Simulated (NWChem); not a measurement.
System: InNH₃OCl; SMILES [NH2][In]([OH])[Cl]

Here is an NWChem input.

```
start job
memory heap 200 mb stack 900 mb global 1100 mb
geometry units angstroms
  In     0.233788     0.078961     0.076815
  Cl    -1.760441    -0.869074    -0.554375
  O      0.582641     1.831743    -0.703457
  H     -0.112795     2.134429    -1.286941
  N      1.577772    -0.576914     1.477019
  H      2.438525    -0.056673     1.327026
  H      1.790122    -1.562840     1.350075
end
basis spherical
  * library def2-svp
end
ecp
  In library def2-ecp
end
dft
  xc xpbe96 cpbe96
  disp vdw 4
  iterations 150
end
driver
  maxiter 120
end
task dft optimize
dft
  grid fine
  convergence energy 1d-8 density 1d-7
end
task dft freq numerical
```

def2 effective core potentials on In; no spin-orbit coupling.

The level has its own optimisation; frequencies are unscaled.

Problem. Give the results of this calculation. (PBE-D3(BJ)/def2-SVP with def2 effective core potentials on In.) Quantities: r Cl–In (Å); r In–O (Å); r In–N (Å); r H–O (Å); highest harmonic frequency (cm⁻¹); lowest (cm⁻¹); zero-point energy (kcal/mol).

Solution. 
```
Property                           Value
---------------------------------  -----
r Cl–In (Å)                        2.375
r In–O (Å)                         2.015
r In–N (Å)                         2.052
r H–O (Å)                          0.978
highest harmonic frequency (cm⁻¹)   3700
lowest (cm⁻¹)                         95
zero-point energy (kcal/mol)        23.7
```
